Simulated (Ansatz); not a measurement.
C3H9BO2, SMILES COB(C)CO.

Coordinates come from a B3LYP-D3(BJ)/def2-SVP optimisation. This is a generated structure with no PubChem entry under its InChIKey; it may be hypothetical. One conformer was computed; it need not be the lowest.

Two levels are set side by side: PBE/def2-SVPD (Ansatz, a program for electronic structure) and CAM-B3LYP/def2-SVPD (Ansatz). Energy differences of separate SCF runs at the same geometry; the states with an electron removed or added have multiplicity 2 and 2. Differences are taken from unrounded values.

| quantity | PBE |
|---|---|
| vertical ionisation energy (eV) | 9.33 |
| vertical singlet–triplet gap (eV) | 5.68 |

Q: These are the PBE values. What does CAM-B3LYP give? (An estimate is asked for; the answer gives what the named calculation found.)

A: 
```
quantity                           CAM-B3LYP  PBE minus CAM-B3LYP
---------------------------------  ---------  -------------------
vertical ionisation energy (eV)        10.24                -0.91
vertical singlet–triplet gap (eV)       6.38                -0.70
```
